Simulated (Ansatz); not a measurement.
The same path of CH9AlN2O (14 atoms, charge 0, multiplicity 1) was run twice with different band settings. Lost on the way: Al1–H2, H5–O6. Made: H2–H5.

All numbers below come from RKS PBE-D4/6-31G* in Ansatz.

Relaxed end points:

```xyz
14
Properties=species:S:1:pos:R:3
Al -0.276 -1.079 -0.221
H 0.558 -2.372 -0.723
N -1.584 -0.182 -1.140
N -0.373 -0.943 1.600
H 2.028 -0.163 -0.263
O 1.215 0.231 -0.647
C 1.011 1.550 -0.058
H -1.581 -0.186 -2.162
H -2.553 -0.291 -0.833
H -1.076 -0.368 2.068
H -0.198 -1.769 2.174
H 1.839 2.214 -0.356
H 0.057 1.896 -0.477
H 0.932 1.462 1.038
```

```xyz
14
Properties=species:S:1:pos:R:3
Al -0.878 -0.195 0.001
H 2.336 -1.538 -1.307
N -2.147 -0.688 -1.151
N -0.917 -0.659 1.728
H 1.813 -1.003 -1.218
O 0.387 0.812 -0.612
C 1.352 1.531 0.130
H -2.196 -0.343 -2.108
H -2.807 -1.450 -1.010
H -1.699 -1.124 2.186
H -0.135 -0.562 2.374
H 2.353 1.068 0.017
H 1.416 2.571 -0.247
H 1.123 1.581 1.216
```

Common settings: movable images 7; climbing image yes; spring 5.0 eV/Å²; optimiser quadratic models (default); start path through a guess of the saddle point; iteration limit 60; end points relaxed.

| run | force threshold |
| --- | --- |
| 1 | 0.03 eV/Å |
| 2 | 0.5 eV/Å |

(1) What does each run give, and how far can it be trusted?

Answers

(1) Run 1: converged after 26 iterations, highest image 0.583 eV above the first end. A vibrational analysis at the climbing image gives one clearly imaginary mode, 1043i cm⁻¹: a first-order saddle point. Another band between the same ends, with other settings, climbed to 0.34 eV only, so this may not be the lowest route.
Run 2: converged after 7 iterations, highest image 0.341 eV above the first end. The threshold of 0.5 eV/Å is loose, so the images may lie well off the minimum-energy path. The order of the stationary point at the top wasn't checked.
The orbitals stay closed-shell, which can raise the energy where a bond breaks towards radicals; this wasn't checked here.
